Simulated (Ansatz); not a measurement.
Compare A (`O[SiH2]C[SiH](O)O`) with its isomer B (`CO[SiH](O)[SiH2]O`).

Computed with Ansatz on PBE0-D4/def2-TZVP structures; ΔE is electronic, products minus reactants. CCSD(T)/CBS adds triple-zeta CCSD(T) − MP2 to the extrapolated MP2 energy (def2 sets, frozen cores). DFT in def2-TZVPP. B3LYP here is the variant with VWN-RPA as its local correlation; programs differ in this. Each species was taken in one conformer, which may not be the lowest.

A:

Z-matrix (Å, degrees):
```
Si
C 1 1.851
O 1 1.666 2 105.6
H 1 1.490 2 112.7 3 119.0
H 1 1.489 2 111.4 3 -119.6
Si 2 1.869 1 115.1 3 49.3
H 2 1.095 1 108.8 3 -71.5
H 2 1.096 1 108.8 3 172.2
H 3 0.958 1 117.7 2 171.7
O 6 1.646 2 104.6 1 -136.3
O 6 1.639 2 112.1 1 -13.9
H 6 1.484 2 112.7 1 104.3
H 10 0.958 6 117.0 2 177.7
H 11 0.966 6 115.3 2 -26.7
```

B:

Z-matrix (Å, degrees):
```
C
O 1 1.411
H 1 1.091 2 108.1
H 1 1.096 2 111.5 3 119.3
H 1 1.094 2 111.2 3 -119.5
Si 2 1.642 1 123.3 3 -170.1
Si 6 2.345 2 111.7 1 -77.8
O 6 1.640 2 108.8 1 165.9
H 6 1.497 2 107.0 1 45.3
O 7 1.661 6 104.3 2 51.5
H 7 1.492 6 111.8 2 -68.5
H 7 1.494 6 112.3 2 171.5
H 8 0.959 6 117.8 2 -59.6
H 10 0.958 7 117.5 6 179.1
```

Q: Which is lower in electronic energy at CCSD(T)/CBS, and by how much? (An estimate is asked.)

A: The calculation gave: A, by 150.3 kJ/mol.

Q: Give E(B) − E(A) in kJ/mol with r2SCAN-D4, B2PLYP, B3LYP, PBE-D4, B3LYP-D4, HF/def2-TZVPP, CCSD/def2-TZVPP. (Best estimate.)

A: Computed: r2SCAN-D4 148.3, B2PLYP 142.7, B3LYP 132.2, PBE-D4 134.4, B3LYP-D4 136.6, HF/def2-TZVPP 129.9, CCSD/def2-TZVPP 146.1. None reverses the order clearly.

Largest T1 diagnostic: 0.012.

The D4 term adds +4.5 kJ/mol with B3LYP and +2.1 kJ/mol with PBE0; it sums over pairs of atoms, weighted by their polarisabilities, and B3LYP, whose exchange is more repulsive, gets the larger term. In def2-TZVPP, CCSD(T) changes the Hartree–Fock value by +18.2 kJ/mol (the triples alone add +2.0 kJ/mol) and MP2 by +31.1 kJ/mol.
